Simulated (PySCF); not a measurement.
ORD: SMILES FC(F)[C@@H]1[GeH2][CH2][C@@H]1S, C₄H₈F₂GeS

Geometry:
| atom | x (Å) | y (Å) | z (Å) |
| --- | --- | --- | --- |
| F1 | 1.241 | -2.004 | 1.658 |
| C2 | 1.219 | -1.136 | 0.616 |
| F3 | 0.742 | -1.862 | -0.437 |
| C4 | 0.278 | -0.005 | 0.930 |
| Ge5 | -1.585 | -0.626 | 0.510 |
| C6 | -0.981 | 0.452 | -1.056 |
| C7 | 0.148 | 1.029 | -0.194 |
| S8 | 1.718 | 1.353 | -1.097 |
| H9 | 2.254 | -0.847 | 0.386 |
| H10 | 0.582 | 0.424 | 1.884 |
| H11 | -1.826 | -2.102 | 0.404 |
| H12 | -2.638 | 0.021 | 1.374 |
| H13 | -1.622 | 1.211 | -1.499 |
| H14 | -0.587 | -0.178 | -1.851 |
| H15 | -0.151 | 1.985 | 0.242 |
| H16 | 1.200 | 2.293 | -1.883 |

Method: TDDFT LC-wPBE/def2-SVPD circular dichroism and optical rotation, one conformer, gas phase (PySCF). Geometry: GFN2-xTB.

The molecule is flexible and this is one conformer; a measurement averages over conformers. The calculation is non-relativistic, which matters for the atoms heavier than Zn.

Stereocentres: C4 S, C7 S.

(1) What is the specific rotation at 633, 589.3, 546, 436, 405, 365, 355 nm?

(2) And for the mirror image at 589.3 nm?

(3) What is the molar rotation [Φ] = [α]·M/100 of the geometry above at 589.3 nm?

Answers

(1) [α] in deg dm⁻¹ (g/mL)⁻¹:
| λ (nm) | origin-invariant length gauge | modified velocity gauge | length gauge (centre of mass) | isotropic polarisability (au) |
| --- | --- | --- | --- | --- |
| 633 | -23.9 | -16.1 | -24.9 | 97.2 |
| 589.3 | -27.9 | -18.8 | -29.1 | 97.6 |
| 546 | -33.1 | -22.2 | -34.5 | 98.0 |
| 436 | -55.7 | -36.9 | -58.1 | 100.0 |
| 405 | -66.8 | -43.9 | -69.6 | 100.9 |
| 365 | -87.2 | -56.6 | -90.9 | 102.4 |
| 355 | -93.9 | -60.7 | -97.9 | 102.9 |

(2) +27.9 deg dm⁻¹ (g/mL)⁻¹ (origin-invariant length gauge): the same size and the opposite sign.

(3) With M = 198.79 g/mol, -55.5 deg cm² dmol⁻¹ (origin-invariant length gauge).

The first excitation lies at 5.71 eV (217 nm) with R = -0.7 × 10⁻⁴⁰ esu² cm² (velocity form).
